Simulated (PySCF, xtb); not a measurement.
C2H9NSi3, SMILES [SiH3][Si@@H]1[SiH2]C=NC1. One conformer was computed; it need not be the lowest.

Harmonic wavenumbers (cm⁻¹) from GFN2-xTB in xtb at its own minimum, in rising order: 24, 42, 90, 133, 304, 309, 363, 395, 431, 442, 500, 525, 538, 561, 605, 621, 668, 718, 767, 782, 804, 813, 824, 839, 992, 1157, 1219, 1274, 1449, 1704, 2100, 2211, 2222, 2230, 2233, 2242, 2917, 2948, 3001.

### Question
What does PBE-D3(BJ)/def2-SVP in PySCF give at its own minimum? (The exact figures need the calculation; the answer reports its results.)

### Answer
33, 88, 89, 128, 300, 310, 390, 409, 454, 478, 515, 537, 550, 589, 633, 646, 674, 758, 779, 834, 873, 893, 899, 904, 931, 1159, 1164, 1262, 1349, 1638, 2143, 2145, 2150, 2157, 2159, 2164, 2973, 3003, 3017. Paired by order, the mean absolute difference is 39 cm⁻¹ and the zero-point energies are 60.0 and 60.3 kcal/mol.
